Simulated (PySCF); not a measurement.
C5H10N2.
Atom-mapped SMILES: `[CH2:1]=[CH:2][N:3]1[CH2:4][CH2:5][CH2:6][NH:7]1` (hydrogens: H8, H9 on C1; H10 on C2; H11, H12 on C4; H13, H14 on C5; H15, H16 on C6; H17 on N7)

Structure used (PBE0-D3(BJ)/def2-SVP), in Å, numbered top down from 1:
```xyz
17
C5H10N2 angstrom
C      2.788    0.028    0.078
C      1.689   -0.724    0.250
N      0.409   -0.274    0.450
C     -0.767   -1.064    0.103
C     -1.927   -0.076    0.318
C     -1.213    1.190    0.830
N      0.146    1.092    0.331
H      3.760   -0.455   -0.023
H      2.738    1.118    0.086
H      1.754   -1.817    0.254
H     -0.738   -1.420   -0.947
H     -0.828   -1.951    0.752
H     -2.441    0.124   -0.634
H     -2.680   -0.450    1.026
H     -1.181    1.197    1.931
H     -1.679    2.127    0.494
H      0.163    1.349   -0.666
```

Level: PBE0/pcSseg-1 in PySCF, non-relativistic, on one gas-phase PBE0-D3(BJ)/def2-SVP geometry that isn't relaxed in the solvent. The solvent is an IEF-PCM continuum (Bondi radii, 1.10 Å for H, scaled by 1.2). The model holds no explicit solvent molecules, cavitation or dispersion.

| run | E − E(gas) (kcal/mol) | HOMO (eV) | HOMO–LUMO gap (eV) | dipole (D) |
| --- | --- | --- | --- | --- |
| gas | 0.00 | -5.41 | 6.24 | 2.88 |
| P | -2.25 | -5.45 | 6.32 | 3.29 |
| Q | -6.05 | -5.57 | 6.40 | 3.97 |

**Question.** The runs were made in cyclohexane and methanol. Which run belongs to which solvent?

**Answer.** P = cyclohexane, Q = methanol. The dielectric constants are 2.017 (cyclohexane), 32.61 (methanol), and the energy falls further as ε rises. In this model the ground state sees the solvent through ε alone.

**Question.** How constant is the ratio of the lowering to (ε − 1)/(2ε + 1)?

**Answer.** 
```tsv
solvent	(ε − 1)/(2ε + 1)	E − E(gas) (kcal/mol)	ratio (kcal/mol)	polarisation term (kcal/mol)
cyclohexane	0.202	-2.25	-11.1	-2.40
methanol	0.477	-6.05	-12.7	-7.22
```

The ratio changes by +14.0 % in size from cyclohexane to methanol. The polarisation term is half the interaction of the solute with the induced surface charges.
